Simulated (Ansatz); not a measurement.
Reactions of C6H18ClN3Zr (`C[N](C)[Zr]([Cl])([N](C)C)[N](C)C`).

Program: Ansatz. Geometries: PBE0-D4/def2-TZVP. ΔE: electronic, gas phase. CBS: MP2 limit from def2 TZ/QZ plus the TZ coupled-cluster correction, frozen cores. DFT in def2-TZVPP. Elements past krypton have def2 core potentials. For Br, In, Mg, Zn, Zr outer-core shells are correlated without core-valence functions, which leaves a few kJ/mol of doubt a bond. Scalar relativity is left out up to krypton. Each species was taken in one conformer, which may not be the lowest.

| reaction | ωB97M-V (eV) | B97M-V (eV) | r2SCAN-D4 (eV) | RPA@PBE/def2-TZVPP (eV) |
| --- | --- | --- | --- | --- |
| `C[N](C)[Zr]([Cl])([N](C)C)[N](C)C` + `[F][Mg][SH]` → `C[N](C)[Zr]([F])([N](C)C)[N](C)C` + `[SH][Mg][Cl]` | -0.20 | -0.20 | -0.20 | -0.13 |
| `C[N](C)[Zr]([Cl])([N](C)C)[N](C)C` + `[Br][Zn][Br]` → `C[N](C)[Zr]([Cl])([Br])[N](C)C` + `C[N](C)[Zn][Br]` | 0.40 | 0.39 | 0.36 | 0.33 |
| `C[N](C)[Zr]([Cl])([N](C)C)[N](C)C` + `C[CH2][In]([OH])[Cl]` → `C[N](C)[Zr]([OH])([N](C)C)[N](C)C` + `C[CH2][In]([Cl])[Cl]` | -0.32 | -0.27 | -0.26 | -0.21 |
| `C[N](C)[Zr]([Cl])([N](C)C)[N](C)C` + `FB(F)Br` → `C[N](C)[Zr]([Cl])([Br])[N](C)C` + `CN(C)B(F)F` | -1.73 | -1.68 | -1.71 | -1.59 |

Question: Give the CCSD(T)/CBS values in the same order. (Best estimate.)

Answer: The calculation gave: -0.12, 0.42, -0.24, -1.71 eV.

Largest T1 diagnostic: 0.015, for `C[N](C)[Zr]([Cl])([N](C)C)[N](C)C`.
